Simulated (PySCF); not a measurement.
C₆H₁₂N (charge +1).
Structure used (GFN2-xTB), in Å, numbered top down from 1:
```xyz
19
C6H12N angstrom
C      3.4231    0.8492   -0.6382
N      2.2391    0.4003   -0.0948
C      1.2615    0.0276    0.3877
C      0.0328   -0.4162    0.8937
C     -1.1204   -0.2726   -0.1506
C     -2.3642   -0.9436    0.4178
C     -1.3760    1.1985   -0.4507
H      3.4767    1.9357   -0.5425
H      3.4654    0.5722   -1.6936
H      4.2631    0.3949   -0.1086
H      0.1323   -1.4657    1.1911
H     -0.2209    0.1678    1.7855
H     -0.8218   -0.7878   -1.0682
H     -3.1798   -0.8556   -0.2947
H     -2.6738   -0.4683    1.3453
H     -2.1961   -2.0010    0.6051
H     -1.6693    1.7325    0.4502
H     -0.4967    1.6811   -0.8720
H     -2.1849    1.2906   -1.1699
```

The closed-shell SCF was solved with PySCF and density fitting under several settings on one GFN2-xTB geometry (grid level 2 and gas phase unless stated).

```json
{"settings": "PBE0/pcSseg-1", "basis functions": "179", "SCF cycles": "14", "E (Eh)": "-289.9489", "HOMO (eV)": "-13.62", "LUMO (eV)": "-5.67"}
{"settings": "PBE0/def2-SVPD", "basis functions": "236", "SCF cycles": "13", "E (Eh)": "-289.7934", "HOMO (eV)": "-13.59", "LUMO (eV)": "-5.66"}
{"settings": "CAM-B3LYP/cc-pVDZ", "basis functions": "158", "SCF cycles": "13", "E (Eh)": "-290.1754", "HOMO (eV)": "-14.93", "LUMO (eV)": "-4.35"}
{"settings": "CAM-B3LYP/6-31G*, start guess huckel", "basis functions": "122", "SCF cycles": "12", "E (Eh)": "-290.1655", "HOMO (eV)": "-14.90", "LUMO (eV)": "-4.34"}
```

Task: Estimate the row for these settings: PBE0/def2-SVP, start guess sap, damping 0.1 at the start, DIIS from the seventh cycle.

Result: 
```csv
settings,basis functions,SCF cycles,E (Eh),HOMO (eV),LUMO (eV)
"PBE0/def2-SVP, start guess sap, damping 0.1 at the start, DIIS from the seventh cycle",158,21,-289.7804,-13.57,-5.65
```

Task: Over all rows, what range does the HOMO–LUMO gap span?

Result: From 7.92 eV (PBE0/def2-SVP, start guess sap, damping 0.1 at the start, DIIS from the seventh cycle) to 10.58 eV (CAM-B3LYP/cc-pVDZ). The functional of the narrowest has 25 % exact exchange, that of the widest range-separated exact exchange.

Task: Compare two rows with the functional CAM-B3LYP: CAM-B3LYP/cc-pVDZ and CAM-B3LYP/6-31G*, start guess huckel. Which energy is lower, and by how much?

Result: CAM-B3LYP/cc-pVDZ (158 functions) lies 0.0099 Eh or 6.2 kcal/mol below CAM-B3LYP/6-31G*, start guess huckel (122 functions).

Cycle counts include a coarse-grid stage where the run had one. All basis functions are spherical, in the Pople sets too.

One conformer stands for the species.
